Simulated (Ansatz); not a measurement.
`OC(O)[O][GeH3]` and `NC(O)O` differ in one atom or group.

Ansatz, PBE0-D4/def2-TZVP geometries, multiplicity 1. Each molecule was computed in one conformer, which needn't be the lowest.

Scalar relativity is left out up to krypton.

```tsv
property	`OC(O)[O][GeH3]`
HOMO–LUMO gap (ωB97M-V/def2-TZVPP) / eV	12.76
HOMO energy (PBE/def2-TZVPP) / eV	-6.71
LUMO energy (B3LYP/def2-TZVPP) / eV	0.14
HOMO energy (B3LYP/def2-TZVPP) / eV	-8.05
LUMO energy (ωB97M-V/def2-TZVPP) / eV	2.13
LUMO energy (PBE/def2-TZVPP) / eV	-0.47
```

**Question.** Give the same properties after the change, and the shifts. (An estimate is asked.)

**Answer.** The calculation gave: 
| property | `NC(O)O` | shift |
| --- | --- | --- |
| HOMO–LUMO gap (ωB97M-V/def2-TZVPP) / eV | 12.47 | -0.29 |
| HOMO energy (PBE/def2-TZVPP) / eV | -6.06 | 0.65 |
| LUMO energy (B3LYP/def2-TZVPP) / eV | 0.66 | 0.52 |
| HOMO energy (B3LYP/def2-TZVPP) / eV | -7.36 | 0.69 |
| LUMO energy (ωB97M-V/def2-TZVPP) / eV | 2.46 | 0.33 |
| LUMO energy (PBE/def2-TZVPP) / eV | 0.21 | 0.68 |

B3LYP here is the variant with VWN-RPA as its local correlation; programs differ in this.
